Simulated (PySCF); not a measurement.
1,1-dichlorobuta-1,3-diene (C4H4Cl2), SMILES C(C=C)=C(Cl)Cl. The structure is a stationary point at PBE-D3(BJ)/def2-SVP. One conformer was computed; it need not be the lowest.

Level of theory: PBE-D3(BJ)/def2-SVP in PySCF.

Harmonic wavenumbers (cm⁻¹): 133, 152, 196, 272, 376, 418, 458, 651, 653, 847, 886, 886, 936, 996, 1175, 1215, 1263, 1381, 1591, 1644, 3078, 3101, 3113, 3182. Rotational constants (GHz): 3.411, 1.384, 0.9845; symmetry number 1.

Problem. Work out the zero-point energy and the ideal-gas rigid-rotor harmonic-oscillator thermochemistry at 298.15 K and 1 atm.

Solution. ZPE = ½ Σ hcν = ½ × 28606 cm⁻¹ = 40.89 kcal/mol. H − E(el) = 45.66 kcal/mol. Entropy in cal/(mol K): translation 40.33, rotation 28.63, vibration 13.61, total 82.57. G − E(el) = 21.04 kcal/mol. Cp = 24.73 cal/(mol K). Modes under 150 cm⁻¹ make the vibrational entropy uncertain.
